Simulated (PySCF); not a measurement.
Electron correlation in Bi (bismuth, neutral)

Starting occupation: [Xe] 4f14 5d10 6s2 6p3, 6p1/2 with m_j = -1/2, +1/2, 6p3/2 with m_j = +3/2. Computed with PySCF 2.14 in x2c-TZVPall-2c, with X2C-1e with screened-nucleus spin-orbit coupling, Gaussian nucleus. Frozen: [Kr] 4d10 4f14; 23 electrons correlated; the 24 highest virtual spinors left out.

MP2 pair energies summed by pair of shells (mhartree):

```tsv
pair	energy	share (%)
5d-5d	-210.51	40.6
5d-5p	-70.11	13.5
5d-6s	-66.22	12.8
5d-6p	-56.68	10.9
6p-6s	-28.83	5.6
5p-5p	-21.18	4.1
5d-5s	-14.37	2.8
6p-6p	-14.12	2.7
5p-5s	-10.05	1.9
5p-6s	-9.04	1.7
6s-6s	-8.31	1.6
5p-6p	-5.77	1.1
5s-5s	-1.90	0.4
5s-6s	-0.89	0.2
5s-6p	-0.57	0.1
```

Total MP2 correlation energy: -518.55 mhartree.

The GHF reference relaxed away from the jj start to a determinant that is no pure jj level (⟨S²⟩ = 3.25, ⟨J²⟩ = 3.78); the energies belong to that determinant.

This basis was not built for core-valence correlation, so the inner-shell part is incomplete.
